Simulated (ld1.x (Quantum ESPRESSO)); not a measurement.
hafnium (Hf): PAW pseudisation with PBE, scalar-relativistic reference atom.

ld1.x (Quantum ESPRESSO) 7.5 was run on this input:

```
&input
   title='Hf', zed=72., rel=1, dft='PBE', iswitch=3,
   config='[Xe] 4f14 5d2 6s2 6p0',
   nld=3, rlderiv=4.55, eminld=-2.0, emaxld=5.0, deld=0.02
 /
 &inputp
   pseudotype=3, lpaw=.true., tm=.true., lloc=-2, rcloc=2.75,
   nlcc=.true., new_core_ps=.true., rcore=2.20,
   which_augfun='BESSEL', rmatch_augfun=1.90,
   file_pseudopw='Hf.UPF', file_wfcaegen='ae.wfc', file_wfcncgen='nc.wfc', file_beta='beta', file_chi='chi', file_wfcusgen='us.wfc'
 /
6
6S  1  0   2.00   0.00  2.50  3.40  0.0
6S  1  0   0.00   1.00  2.50  3.40  0.0
6P  2  1   0.00   0.00  3.15  4.20  0.0
6P  2  1   0.00   0.25  3.15  4.20  0.0
5D  3  2   2.00   0.00  2.20  3.05  0.0
5D  3  2   0.00   1.65  2.20  3.05  0.0
 &test
   configts(1)='5d2 6s2 6p0'
 /
```

Command:

```bash
ld1.x < Hf.in > Hf.out
```

Output (shortened: banner, matrices, multipoles, cross overlaps and the repeated all-electron block are left out):

```
Program LD1 v.7.5
     --------------------------- All-electron run ----------------------------

     Hf
     scalar relativistic calculation

     atomic number is 72.00
     dft =PBE   lsd =0 sic =0 latt =0  beta=0.20 tr2=1.0E-14
     Exchange-correlation= PBE
                           (   1   4   3   4   0   0   0)
     mesh =1271 r(mesh) =  99.31870 a.u. xmin = -7.00 dx = 0.01250
     1 Ry =  13.60569312 eV, c = 137.03599908

     n l     nl                  e(Ry)          e(Ha)          e(eV)
     1 0     1S 1( 2.00)     -4798.6110     -2399.3055    -65288.4286
     2 0     2S 1( 2.00)      -820.6457      -410.3228    -11165.4529
     2 1     2P 1( 6.00)      -720.5158      -360.2579     -9803.1172
     3 0     3S 1( 2.00)      -186.9869       -93.4935     -2544.0869
     3 1     3P 1( 6.00)      -157.0786       -78.5393     -2137.1631
     4 0     4S 1( 2.00)       -37.6716       -18.8358      -512.5485
     4 1     4P 1( 6.00)       -27.8617       -13.9309      -379.0778
     3 2     3D 1(10.00)      -121.7032       -60.8516     -1655.8558
     5 0     5S 1( 2.00)        -4.9256        -2.4628       -67.0155
     5 1     5P 1( 6.00)        -2.6146        -1.3073       -35.5735
     4 2     4D 1(10.00)       -15.1900        -7.5950      -206.6705
     4 3     4F 1(14.00)        -1.2373        -0.6187       -16.8347
     5 2     5D 1( 2.00)        -0.1976        -0.0988        -2.6887
     6 0     6S 1( 2.00)        -0.3754        -0.1877        -5.1082
     6 1     6P 1( 0.00)        -0.1026        -0.0513        -1.3962

     final scf error:  9.5E-15 reached in  28 iterations

     Etot =  -30156.442974 Ry,  -15078.221487 Ha, -410299.308785 eV

     Ekin =   33046.727666 Ry,   16523.363833 Ha,  449623.635342 eV
     Encl =  -74400.522534 Ry,  -37200.261267 Ha,-1012270.677782 eV
     Eh   =   11812.508265 Ry,    5906.254132 Ha,  160717.362466 eV
     Exc  =    -615.156371 Ry,    -307.578186 Ha,   -8369.628810 eV

     normalization and overlap integrals

     s(1S/1S) =  1.000000  <r> =   0.0190  <r2> =    0.0005  r(max) =   0.0120
     s(2S/2S) =  1.000000  <r> =   0.0804  <r2> =    0.0076  r(max) =   0.0679
     s(2P/2P) =  1.000000  <r> =   0.0717  <r2> =    0.0063  r(max) =   0.0556
     s(3S/3S) =  1.000000  <r> =   0.2086  <r2> =    0.0498  r(max) =   0.1917
     s(3P/3P) =  1.000000  <r> =   0.2085  <r2> =    0.0504  r(max) =   0.1893
     s(4S/4S) =  1.000000  <r> =   0.4682  <r2> =    0.2475  r(max) =   0.4375
     s(4P/4P) =  1.000000  <r> =   0.4976  <r2> =    0.2818  r(max) =   0.4599
     s(3D/3D) =  1.000000  <r> =   0.1890  <r2> =    0.0419  r(max) =   0.1550
     s(5S/5S) =  1.000000  <r> =   1.1348  <r2> =    1.4495  r(max) =   1.0109
     s(5P/5P) =  1.000000  <r> =   1.3423  <r2> =    2.0507  r(max) =   1.1599
     s(4D/4D) =  1.000000  <r> =   0.5352  <r2> =    0.3323  r(max) =   0.4716
     s(4F/4F) =  1.000000  <r> =   0.6773  <r2> =    0.5953  r(max) =   0.4542
     s(5D/5D) =  1.000000  <r> =   2.5139  <r2> =    7.9530  r(max) =   1.6876
     s(6S/6S) =  1.000000  <r> =   3.4500  <r2> =   13.5887  r(max) =   2.8888
     s(6P/6P) =  1.000000  <r> =   5.1293  <r2> =   30.7367  r(max) =   4.0484

     ------------------------ End of All-electron run ------------------------

     --------------------- Generating PAW atomic setup --------------------

      Generating local potential from pseudized AE potential:
      Matching radius rcloc =   2.7500
      Enforcing V''(0)=0 (lloc=-2)

      Local pseudo, rcloc= 2.782 Estimated cut-off energy=     4.14 Ry

      Computing core charge for nlcc:

       r > 2.22 : true rho core
      Core charge pseudized with two Bessel functions
      Integrated core pseudo-charge :   8.46
      Wfc-us  6S rcutus= 3.398  Estimated cut-off energy=     4.06 Ry
      Wfc-us  6S rcutus= 3.398  Estimated cut-off energy=     7.79 Ry
      Wfc-us  6P rcutus= 4.151  Estimated cut-off energy=     4.36 Ry
      Wfc-us  6P rcutus= 4.151  Estimated cut-off energy=     5.13 Ry
      Wfc-us  5D rcutus= 3.075  Estimated cut-off energy=    12.23 Ry
      Wfc-us  5D rcutus= 3.075  Estimated cut-off energy=    11.07 Ry

     Required augmentation: BESSEL   radius:    1.900000
     Suggested rho cutoff for augmentation:  27.15 Ry

     Estimated PAW energy = -617.902061 Ryd

     ------------------- End of pseudopotential generation -------------------

     Computing logarithmic derivative in   4.55900
     Computing logarithmic derivative in   4.55900
     Computing the partial wave expansion
     R is outside the sphere for l=    0 j= 0.00
     R is outside the sphere for l=    0 j= 0.00
     R is outside the sphere for l=    1 j= 0.00
     R is outside the sphere for l=    1 j= 0.00
     R is outside the sphere for l=    2 j= 0.00
     R is outside the sphere for l=    2 j= 0.00

     ---------------------- Testing the pseudopotential ----------------------

     Hf
     scalar relativistic calculation

     atomic number is 72.00   valence charge is  4.00
     dft = SLA  PW   PBX  PBC   lsd =0 sic =0 latt =0  beta=0.20 tr2=1.0E-14
     mesh =1271 r(mesh) =  99.31870 xmin = -7.00 dx = 0.01250

     n l     nl             e AE (Ry)        e PS (Ry)    De AE-PS (Ry)
     3 2     5D   1( 2.00)       -0.19761       -0.19761        0.00000
     1 0     6S   1( 2.00)       -0.37544       -0.37544        0.00000
     2 1     6P   1( 0.00)       -0.10262       -0.10262        0.00000

     eps = 4.6E-15  iter =  3

     Etot =  -30156.442974 Ry,  -15078.221487 Ha, -410299.308785 eV
     Etotps =  -617.902062 Ry,    -308.951031 Ha,   -8406.985838 eV

     Ekin =      18.627415 Ry,       9.313708 Ha,     253.438894 eV
     Encl =     -26.246055 Ry,     -13.123028 Ha,    -357.095772 eV
     Ehrt =       4.872948 Ry,       2.436474 Ha,      66.299834 eV
     Ecxc =    -615.156370 Ry,    -307.578185 Ha,   -8369.628794 eV
     (Ecc =      -9.603084 Ry,      -4.801542 Ha,    -130.656610 eV)

     ---------------------- End of pseudopotential test ----------------------
```

Generation and configuration tests took about 1.5 s on one core of a shared server CPU.

Transferability test of the new file with ld1.x, input:

```
&input
   title='Hf', zed=72., rel=1, dft='PBE', iswitch=2,
   config='[Xe] 4f14 5d2 6s2 6p0'
 /
 &test
   file_pseudo='Hf.UPF', nconf=8,
   configts(1)='5d2 6s2 6p0',
   configts(2)='5d2 6s1 6p0',
   configts(3)='5d2 6s0 6p0',
   configts(4)='5d1 6s0 6p0',
   configts(5)='5d2 6s1.5 6p0',
   configts(6)='5d1 6s2 6p1',
   configts(7)='5d2 6s0 6p1',
   configts(8)='5d2 6s0 6p2'
 /
```

```bash
ld1.x < Hf.test.in > Hf.test.out
```

Pseudopotential blocks of its output, shortened (energy terms left out):

```
     ---------------------- Testing the pseudopotential ----------------------

     n l     nl             e AE (Ry)        e PS (Ry)    De AE-PS (Ry)
     3 2     5D   1( 2.00)       -0.19761       -0.19761        0.00000
     1 0     6S   1( 2.00)       -0.37544       -0.37544        0.00000
     2 1     6P   1( 0.00)       -0.10262       -0.10262        0.00000

     eps = 4.6E-15  iter =  3

     Etot =  -30156.442974 Ry,  -15078.221487 Ha, -410299.308785 eV
     Etotps =  -617.902062 Ry,    -308.951031 Ha,   -8406.985838 eV

     ---------------------- End of pseudopotential test ----------------------

          ---------------------- Testing the pseudopotential ----------------------

     n l     nl             e AE (Ry)        e PS (Ry)    De AE-PS (Ry)
     3 2     5D   1( 2.00)       -0.67663       -0.67780        0.00117
     1 0     6S   1( 1.00)       -0.80664       -0.80705        0.00041
     2 1     6P   1( 0.00)       -0.46737       -0.46745        0.00007

     eps = 7.9E-15  iter =  9

     Etot =  -30155.856735 Ry,  -15077.928367 Ha, -410291.332597 eV
     Etotps =  -617.315503 Ry,    -308.657751 Ha,   -8399.005291 eV
     dEtot_ae =       0.586239 Ry
     dEtot_ps =       0.586559 Ry,   Delta E=      -0.000320 Ry

     ---------------------- End of pseudopotential test ----------------------

          ---------------------- Testing the pseudopotential ----------------------

     n l     nl             e AE (Ry)        e PS (Ry)    De AE-PS (Ry)
     3 2     5D   1( 2.00)       -1.22774       -1.23397        0.00624  !
     1 0     6S   1( 0.00)       -1.28626       -1.28964        0.00337
     2 1     6P   1( 0.00)       -0.88327       -0.88465        0.00138

     eps = 2.3E-16  iter =  7

     Etot =  -30154.814546 Ry,  -15077.407273 Ha, -410277.152887 eV
     Etotps =  -616.271396 Ry,    -308.135698 Ha,   -8384.799501 eV
     dEtot_ae =       1.628428 Ry
     dEtot_ps =       1.630666 Ry,   Delta E=      -0.002237 Ry

     ---------------------- End of pseudopotential test ----------------------

          ---------------------- Testing the pseudopotential ----------------------

     n l     nl             e AE (Ry)        e PS (Ry)    De AE-PS (Ry)
     3 2     5D   1( 1.00)       -1.99375       -2.03600        0.04226  !
     1 0     6S   1( 0.00)       -1.90796       -1.92787        0.01990  !
     2 1     6P   1( 0.00)       -1.41859       -1.43539        0.01680  !

     eps = 2.3E-18  iter =  7

     Etot =  -30153.212710 Ry,  -15076.606355 Ha, -410255.358809 eV
     Etotps =  -614.647479 Ry,    -307.323739 Ha,   -8362.704973 eV
     dEtot_ae =       3.230264 Ry
     dEtot_ps =       3.254583 Ry,   Delta E=      -0.024320 Ry

     ---------------------- End of pseudopotential test ----------------------

          ---------------------- Testing the pseudopotential ----------------------

     n l     nl             e AE (Ry)        e PS (Ry)    De AE-PS (Ry)
     3 2     5D   1( 2.00)       -0.42688       -0.42718        0.00030
     1 0     6S   1( 1.50)       -0.58420       -0.58424        0.00004
     2 1     6P   1( 0.00)       -0.27724       -0.27723       -0.00001

     eps = 7.3E-16  iter =  9

     Etot =  -30156.203808 Ry,  -15078.101904 Ha, -410296.054760 eV
     Etotps =  -617.662796 Ry,    -308.831398 Ha,   -8403.730458 eV
     dEtot_ae =       0.239166 Ry
     dEtot_ps =       0.239266 Ry,   Delta E=      -0.000100 Ry

     ---------------------- End of pseudopotential test ----------------------
```

The test run then stopped with an error in new_paw_hamiltonian: “negative rho”.
